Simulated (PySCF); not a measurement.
## A thermochemical cycle for KSn

PBE in PySCF with def2-SVPD on every atom (core potentials on Sn), for the lowest determinant that a PBE0 search found; no spin–orbit coupling. KSn, a quartet (σ ↑, π ↑↑), has De = 1.31 eV to neutral atoms, and KSn⁺, a triplet (σ ↑, π ↑), has De = 0.40 eV to K⁺ + Sn.

The adiabatic ionisation energy of KSn, between the minima, is 5.35 eV.

Question: Which ionisation energy of the K atom does this level give?

Answer: IE(K) = IE(molecule) + De(ion) − De(neutral) = 5.35 + 0.40 − 1.31 = 4.44 eV; the measured value is 4.341 eV (NIST ASD).

Weak bonds: KSn⁺. Basis-set superposition, not corrected here, can be much of De in a small basis, most of all at correlated wavefunction levels. These are scalar-relativistic numbers at best; spin–orbit coupling would shift them, the dissociation energy most. For an ion De counts to the pair picked by the measured ionisation energies or electron affinities, which need not be the lowest pair at this level. States were picked by a PBE0 search and need not be the measured ground states.
